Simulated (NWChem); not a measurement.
System: SiO₂ anion, doublet

The following NWChem deck was run.

```
start job
memory heap 200 mb stack 900 mb global 1100 mb
charge -1
geometry units angstroms
  O     -1.475900     0.000000    -0.273760
  Si     0.000000     0.000000     0.293367
  O      1.475900     0.000000    -0.273760
end
basis spherical
  * library 3-21g
end
dft
  odft
  mult 2
  xc b3lyp
  iterations 150
end
driver
  maxiter 120
end
task dft optimize
task dft freq
```

In the optimisation the excess spin sits in a1 (C2v, its own frame). Sets without diffuse functions describe the anion's extra electron poorly. No stability test was run on the SCF state. The highest occupied level is positive, so the extra electron may be held by the finite basis. B3LYP is NWChem's, with the RPA form of VWN correlation.

The level has its own optimisation; frequencies are unscaled.

Task: Give the results of this calculation. (B3LYP/3-21G, spin-unrestricted.) Quantities: r O–Si (Å); highest harmonic frequency (cm⁻¹); lowest (cm⁻¹); zero-point energy (kcal/mol).

Result: 
```
Item                               Value
---------------------------------  -----
r O–Si (Å)                         1.630
highest harmonic frequency (cm⁻¹)   1045
lowest (cm⁻¹)                        337
zero-point energy (kcal/mol)         3.2
```
